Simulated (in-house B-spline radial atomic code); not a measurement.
In⁺. Computed with a B-spline radial atomic code. Model: all-electron spherical atom, spin shells full or empty, radial basis limit, no spin-orbit coupling, Breit or QED, empty-state partial waves extrapolated as (l+1/2)^-4, RPA, G0W0 and static COHSEX of the highest shell as one setting changes (uncorrelated shells keep exact exchange).

Given: element In; charge 1; filled core Kr; hamiltonian one-electron scalar X2C; mean-field start PBE; highest l of empty states 9; nuclear rms radius 4.6156 fm; highest mean-field shell 5s.

Shell: 4d 5 5, 5s 1 1 (electrons up and down).

| lowest nl shells left uncorrelated | RPA correlation energy (hartree) | G0W0 level (eV) | G0W0 minus most complete (meV) | COHSEX level (eV) | removal by RPA minus most complete (meV) |
| --- | --- | --- | --- | --- | --- |
| 0 | -3.7961 | -19.166 | 0 | -21.205 | 0 |
| 1 | ? | ? | ? | ? | ? |
| 2 | -3.4297 | -19.167 | -1.6 | -21.209 | 2 |
| 3 | -2.8778 | -19.165 | 0.4 | -21.204 | 1.4 |
| 4 | -2.6975 | -19.175 | -9.6 | -21.226 | 11.6 |
| 5 | -2.1659 | -19.169 | -3.2 | -21.218 | 9.4 |
| 6 | -1.3346 | -19.127 | 38.6 | -21.151 | -15.5 |
| 7 | -1.1751 | -19.177 | -11.8 | -21.252 | 27.7 |
| 8 | ? | ? | ? | ? | ? |
| 9 | -0.065665 | -18.264 | 902 | -19.872 | -1086.2 |

**Question.** What follows for lowest nl shells left uncorrelated = 1?

**Answer.** RPA correlation energy -3.6229 hartree; G0W0 level -19.166 eV; G0W0 minus most complete 0.1 meV; COHSEX level -21.205 eV; removal by RPA minus most complete -0.1 meV.

**Question.** What follows for lowest nl shells left uncorrelated = 8?

**Answer.** RPA correlation energy -0.71936 hartree; G0W0 level -19.127 eV; G0W0 minus most complete 38.4 meV; COHSEX level -21.187 eV; removal by RPA minus most complete -54.7 meV.
